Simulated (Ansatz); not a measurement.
```xyz
9

O    -0.128   -1.984    0.767
Si    0.574   -0.632    0.218
O    -0.011    0.031   -1.192
C    -0.321    1.211   -0.451
O     0.078    0.819    0.863
H    -1.086   -2.016    0.820
H     2.014   -0.925    0.268
H    -1.391    1.434   -0.490
H     0.271    2.061   -0.803
```

The species carries charge 0 and has multiplicity 1.

(1) List the PBE0/def2-TZVPP orbital energies in eV (Ansatz). (Estimate.)

## Answers

(1) The calculation gave: Occupied: -1803.99, -523.32, -522.87, -522.87, -281.18, -146.12, -100.83, -100.80, -100.75, -30.50, -28.76, -27.10, -18.85, -16.07, -14.27, -13.86, -13.67, -12.66, -11.41, -10.47, -10.19, -9.41, -9.19, -8.34. Lowest empty: 0.62, 0.71, 1.51, 2.61, 3.01, 3.17, 3.44, 3.53.
